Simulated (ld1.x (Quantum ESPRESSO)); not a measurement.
**Pseudopotential generation for iron: TM, PBE, scalar-relativistic.**

ld1.x (Quantum ESPRESSO) 7.5 input, shortened:

```
&input
   title='Fe', zed=26., rel=1, dft='PBE', iswitch=3,
   config='[Ar] 3d7 4s1 4p0'
 /
 &inputp
   pseudotype=2, tm=.true., lloc=0,
   nlcc=.false.
 /
3
4P  2  1   0.00   0.00  3.10  3.10  0.0
3D  3  2   7.00   0.00  1.90  1.90  0.0
4S  1  0   1.00   0.00  2.05  2.05  0.0
 &test
   configts(1)='3d7 4s1 4p0'
 /
```

All-electron outer shells of the reference configuration (PBE, scalar-relativistic, ld1.x):

| shell | level (eV) | outermost node (bohr) | outermost maximum (bohr) |
| --- | --- | --- | --- |
| 3s | -89.48 | 0.33 | 0.70 |
| 3p | -55.64 | 0.30 | 0.72 |
| 4s | -4.25 | 1.01 | 2.53 |
| 3d | -3.81 | – | 0.73 |
| 4p | -0.87 | 1.12 | 3.78 |

Problem. Does the generator finish with these settings?

Solution. Yes, a potential is produced and its reference levels are reproduced.

Problem. Estimate the cutoffs (Ry, on a coarse ladder) from which the occupation-weighted sum of valence levels, in a spherical-Bessel basis at the reference potential, stays within 10 and 1 mRy of its value at 400 Ry.

Solution. 80 Ry and 140 Ry.

Problem. What does a ghost test show?

Solution. No extra level below or beside the all-electron valence levels (p, d, s, f tested).

Problem. Which valence shell sets the plane-wave cutoff?

Solution. 3d: its level needs 80 Ry to come within 1 mRy, against 18 Ry for 4s.

Problem. Tests: 3d6 4s2 4p0; 3d6 4s1 4p0; 3d6 4s0 4p0; 3d6 4s0 4p1; 3d7 4s0 4p0; 3d5 4s2 4p0; 3d4 4s0 4p0. Which has the largest error in its energy relative to the reference configuration, and how large is it?

Solution. 3d4 4s0 4p0, with -1432 meV (all-electron minus pseudo) on +113.04 eV.
